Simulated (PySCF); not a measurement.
Computed shifts of a molecule C₄H₉FO, PySCF with PBE/pcSseg-1, GIAO, gas phase, equivalent atoms averaged, in ppm (number of nuclei): ¹³C: 98.5 (1), 85.4 (1), 66.2 (1), 21.8 (1). ¹⁹F: -216.6 (1). ¹H: 5.17 (1), 4.19 (1), 3.94 (3), 3.69 (1), 1.89 (3). References: ¹³C against TMS (σ = 182.0 ppm); ¹⁷O against H2O (σ = 334.3 ppm); ¹⁹F against CFCl3 (σ = 133.6 ppm); ¹H against TMS (σ = 31.49 ppm), references at their B3LYP-D3(BJ)/def2-TZVP geometries, non-relativistic. The structure is a stationary point at PBE-D3(BJ)/def2-SVP. The values are those of a single conformer.

Problem. Which structure fits?
(A) COC[C@H](C)F
(B) COC(C)(C)F
(C) C[C@H](F)CCO
(D) CC(C)(F)CO

Solution. A, COC[C@H](C)F
